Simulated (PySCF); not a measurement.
# Correlation energy of P⁺ (phosphorus, charge +1)

[Ne] 3s1 3p2 3d1, one real determinant (an excited configuration). All numbers are calculated (PySCF 2.14, the spin-free X2C one-electron Hamiltonian (Gaussian nucleus), in aug-cc-pCVTZ-DK with one added diffuse shell each of s, p, d, f type (9s8p6d4f, 91 functions)). Frozen: 1s2; 12 electrons correlated.

```json
{"level": "CCSD", "correlation energy (mhartree)": "-335.81"}
{"level": "(T)", "correlation energy (mhartree)": "-10.48"}
{"level": "CCSD(T)", "correlation energy (mhartree)": "-346.29"}
```

Diagnostics: T1 = 0.13, D1 = 0.6225, largest double amplitude 0.322.

The real determinant used has ⟨L²⟩ near 8 against 12 for a pure F term, so it mixes terms. The outer electron is Rydberg-like, and this basis confines it to a smaller radius and binds it less than a complete one would. T1 exceeds 0.03, a sign that the reference determinant is poor. A double-excitation amplitude exceeds 0.15, a sign of near-degeneracy.

Cost of the coupled-cluster step: about 80 core-seconds, for 12 correlated electrons.

The reference is one real determinant that mixes LS terms of this configuration.
